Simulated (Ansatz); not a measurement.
A calculation with Ansatz (development build ahead of 0.2.0).

```yaml
crystal:
  periodic: [false, false, false]
  atoms:
    - { symbol: Pt, position_ang: [0.0, 0.0, 0.0] }
    - { symbol: H, position_ang: [0.0, 0.0, 1.53] }
basis:
  gaussian: { orbitals: def2-SVP }
magnetization:
  spin_polarized: true
  initial_magnetization: 1
hamiltonian:
  xc: pbe0
output:
  forces: true
```

The input is written out in the form of the current development build from the run's settings. The basis set brings a core potential for Pt, so the total leaves out those core electrons.

The run gave:

```json
{
  "Converged": "yes",
  "Total energy": "-119.87453 hartree",
  "Spin squared of the determinant": "0.752",
  "Stability test": "minimum"
}
```

Forces (eV/Å):
```csv
atom,Fx,Fy,Fz
Pt1,0.000,0.000,0.087
H2,0.000,0.000,-0.087
```

Caution: other spin multiplicities were not run.
